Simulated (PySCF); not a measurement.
# Correlation energy of Fe (iron, neutral)

[Ar] 3d6 4s2, high-spin 5D determinant. All numbers are calculated (PySCF 2.14, the non-relativistic Hamiltonian (point nucleus), in def2-TZVPPD (6s6p4d2f1g, 67 functions)). Frozen: [Ar]; 8 electrons correlated.

```json
{"level": "CCSD", "correlation energy (mhartree)": "-187.92"}
{"level": "(T)", "correlation energy (mhartree)": "-5.87"}
{"level": "CCSD(T)", "correlation energy (mhartree)": "-193.79"}
```

Diagnostics: T1 = 0.021, D1 = 0.0642, largest double amplitude 0.084.

Is a single reference adequate?

Mostly. T1 lies below 0.03, but a double amplitude of this size points to a near-degeneracy that CCSD handles and MP2 describes poorly.
